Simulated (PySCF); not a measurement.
Computed IR spectrum (relative IR intensity) of a molecule C3H10Si2. Geometry: PBE-D3(BJ)/def2-SVP. Other conformers were not sampled. Method: PBE-D3(BJ)/def2-SVP in PySCF. Frequencies are harmonic and unscaled.

Lines under 2 % of the strongest are left out, and lines within 2 cm⁻¹ are merged.

ν (cm⁻¹): 619 (w), 623 (w), 695 (w), 712 (vw), 860 (w), 882 (vs), 898 (w), 909 (m), 913 (m), 1061 (w), 1186 (vw), 2150 (m), 2161 (s), 2164 (m), 3047 (vw) (against the strongest line: vs over 80 %, s over 45 %, m over 15 %, w over 4 %, vw less)

Question: Identify the compound among the candidates.
A. C1C[SiH2][SiH2]C1
B. C=C([SiH3])[SiH2]C
C. C=C([SiH3])C[SiH3]
D. [SiH3][C@H]1C[C@@H]1[SiH3]

Answer: D, [SiH3][C@H]1C[C@@H]1[SiH3]
